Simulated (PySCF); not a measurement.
**C5H7Si: g tensor and hyperfine couplings**

Species: C₅H₇Si (doublet state).
SMILES with atom numbers: `[CH3:1][Si:2]1[CH:3]=[CH:4][CH:5]=[CH:6]1` (hydrogens: H7, H8, H9 on C1; H10 on C3; H11 on C4; H12 on C5; H13 on C6)

Structure used (GFN2-xTB), in Å, numbered top down from 1:
```
atom  x, y, z in Å
C1     2.442    0.466    0.249
Si2    0.598    0.113    0.047
C3    -0.402   -1.424    0.045
C4    -1.711   -1.047   -0.124
C5    -1.964    0.347   -0.248
C6    -0.875    1.180   -0.186
H7     2.722    1.367   -0.288
H8     3.035   -0.358   -0.137
H9     2.704    0.605    1.294
H10   -0.104   -2.453    0.145
H11   -2.521   -1.759   -0.164
H12   -2.970    0.714   -0.382
H13   -0.956    2.249   -0.269
```

Theory: UKS B3LYP, pcH-1 on C H Si, non-relativistic, mean-field spin-orbit, GIAO in PySCF 2.14.0. Isolated species at its GFN2-xTB geometry, gas phase. GFN2-xTB frequencies show an imaginary mode (20i cm⁻¹), so this geometry is no minimum at that level. The geometry wasn't refined by DFT: couplings that depend on bond lengths, twists or pyramidal angles can differ widely from those at the functional's own minimum, by a factor of two or more for some ions and for spin on atoms past the first row. Stability of the SCF solution: not tested.

* g1, g2, g3: 2.00218, 2.00279, 2.00421
* g_iso: 2.00306
* Form of g: rhombic: the two nearest values differ by 30 % of g3 − g1
* ⟨S²⟩: 0.7560 (exact 0.7500)
* α and β electrons: 26, 25
* HOMO–LUMO gap, α and β orbitals: 5.00, 3.06 eV
* Total energy: -484.19746 Eh
* Basis functions: 230

Hyperfine couplings atom by atom, in mT; T1 to T3 are the principal values of the dipolar part (MHz turned into mT with g_iso):

| atom | isotope | a_iso | of which spin–orbit | T1 | T2 | T3 | Mulliken spin population |
| --- | --- | --- | --- | --- | --- | --- | --- |
| C1 | 13C | -0.34 | 0.00 | -0.06 | -0.02 | 0.08 | -0.04 |
| Si2 | 29Si | -3.62 | 0.03 | -4.82 | 2.40 | 2.42 | 0.69 |
| C3 | 13C | -0.62 | 0.00 | -0.10 | 0.01 | 0.09 | -0.01 |
| C4 | 13C | 0.31 | 0.00 | -0.61 | -0.59 | 1.20 | 0.19 |
| C5 | 13C | 0.31 | 0.00 | -0.62 | -0.59 | 1.20 | 0.19 |
| C6 | 13C | -0.62 | 0.00 | -0.10 | 0.01 | 0.09 | -0.01 |
| H7 | 1H | 0.43 | 0.00 | -0.07 | -0.06 | 0.13 | 0.00 |
| H8 | 1H | 0.43 | 0.00 | -0.07 | -0.06 | 0.13 | 0.00 |
| H9 | 1H | 1.69 | 0.00 | -0.09 | -0.05 | 0.14 | 0.01 |
| H10 | 1H | -0.08 | 0.00 | -0.07 | -0.06 | 0.13 | 0.00 |
| H11 | 1H | -0.57 | 0.00 | -0.33 | -0.06 | 0.39 | -0.01 |
| H12 | 1H | -0.57 | 0.00 | -0.33 | -0.06 | 0.39 | -0.01 |
| H13 | 1H | -0.08 | 0.00 | -0.07 | -0.06 | 0.13 | 0.00 |

Largest spin populations (Mulliken): Si2 (+0.69), C5 (+0.19) and C4 (+0.19). Three atoms exceed +0.15. The angles at Si2 add up to 360.0°, so it is planar.

Axes: g2 points within 5° of the C1–Si2 bond and g3 points within 1° of the C4–C5 bond.

Under fast tumbling the dipolar parts average out, and these isotropic splittings remain: 3 × 1H (H7/H8/H9, I = 1/2, 4 lines) with 0.85 mT, 2 × 1H (H11/H12, I = 1/2, 3 lines) with 0.57 mT and 2 × 1H (H10/H13, I = 1/2, 3 lines) with 0.08 mT.

Nuclei that the bonding pattern makes equivalent are averaged, as if the motion that swaps them (rotation, inversion, ring flip) were fast. The three 1H nuclei of mean +23.8 MHz run from 12.0 to 47.4 MHz in the frozen geometry.

The 13C coupling of C3/C6 (mean -17.4 MHz) shows only in satellite lines or after enrichment, since that isotope makes up about 1.07 % of natural carbon.

The 29Si coupling of Si2 (-101.4 MHz) shows only in satellite lines or after enrichment, since that isotope makes up about 4.7 % of natural silicon.

β density exceeds α density at some nuclei, such as C3/C6 (-0.0154), C1 (-0.0085) and H11/H12 (-0.0036), spin density in bohr⁻³. In a single determinant that takes different orbitals for the two spins, that is spin polarisation.

Hardware: an Intel Xeon at 2.60 GHz with one thread, shared host with 128 logical CPUs at a one-minute load of 19. Cost: 39 s of wall time (with the writing of density and orbital grids), 0.87 GiB resident at most.
